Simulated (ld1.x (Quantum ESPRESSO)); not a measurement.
## Building the RRKJ potential for Cr (LDA (PZ), scalar-relativistic).

chromium (Cr), norm-conserving RRKJ (Kleinman–Bylander form), made with ld1.x (Quantum ESPRESSO) 7.5 (LDA (PZ), scalar-relativistic). Core [Ne], reference 3s2 3p6 3d5 4s0 4p0 (charge +1). Waves: 3s (bound): rc 0.95 bohr; 3p (bound): rc 1.15 bohr; 3d (bound): rc 1.55 bohr. Local part: the d channel. Core correction: a·sin(br)/r model core, default radius (core density twice the valence density). rho0 = 0.005.

* Cutoffs needed: 110 Ry and 200 Ry (the cutoffs (Ry, on a coarse ladder) from which the occupation-weighted sum of valence levels, in a spherical-Bessel basis at the reference potential, stays within 10 and 1 mRy of its value at 400 Ry)
* Ghost test: no extra level below or beside the all-electron valence levels (s, p, d, f tested) (spherical-Bessel basis up to 400 Ry, 20 bohr box)
* Configuration tests: 1 of 9 tests not solved or not reliable; not counted: 3s2 3p6 3d6 4s0 4p0 (solver errors, printed error -2162 eV)
